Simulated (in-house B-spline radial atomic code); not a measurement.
## Ionising Ti⁺ with different functionals

Computed with a radial B-spline atomic code at the basis-set limit: scalar-relativistic (spin-free X2C) Hamiltonian, Fermi nucleus of rms radius 3.5921 fm, spin-polarised at highest spin, spherical fractional occupations for the functionals, the average over the highest-spin determinants for Hartree-Fock. The ionisation energy is the difference of two self-consistent energies, [Ar] 3d2 4s1 → [Ar] 3d2, without Breit or QED terms; ε is the level of the shell that loses the electron (its least bound occupied spin orbital).

Hybrids are left out here: with spherical fractional occupations of an open shell their exact exchange keeps a self-interaction that integer-occupation calculations don't have.

| method | rung | ΔSCF (eV) | -ε(4s) (eV) |
| --- | --- | --- | --- |
| Hartree-Fock | Hartree-Fock | 12.97 | 13.07 |
| LDA VWN5 | LDA | 14.26 | 11.12 |
| LDA PW92 | LDA | 14.26 | 11.12 |
| LDA exchange-only | LDA | 13.69 | 10.57 |
| PBE | GGA | 14.07 | 10.94 |
| PBEsol | GGA | 14.02 | 10.98 |
| BLYP | GGA | 14.05 | 10.82 |
| RPBE | GGA | ? | ? |
| PW91 | GGA | 14.12 | 11.01 |
| BP86 | GGA | 14.16 | 11.11 |
| AM05 | GGA | 14.00 | 10.96 |
| OLYP | GGA | 13.66 | 10.63 |
| TPSS | meta-GGA | ? | ? |
| SCAN | meta-GGA | 14.02 | 11.21 |
| r2SCAN | meta-GGA | 13.91 | 11.16 |
| revTPSS | meta-GGA | 13.74 | 10.87 |

What does TPSS give?

ΔSCF 13.79 eV, and -ε(4s) = 10.86 eV.

What does RPBE give?

ΔSCF 13.95 eV, and -ε(4s) = 10.87 eV.

How do they compare with the NIST value?

NIST lists 13.575 eV ± 0.0025 (measured, ground level to ground level). Errors run from -0.61 to +0.68 eV; OLYP is closest (+0.09 eV), but part of that can be cancellation, since the calculations leave out spin-orbit coupling, Breit-QED terms, multiplet and fine-structure energies. Hartree-Fock also lacks correlation.
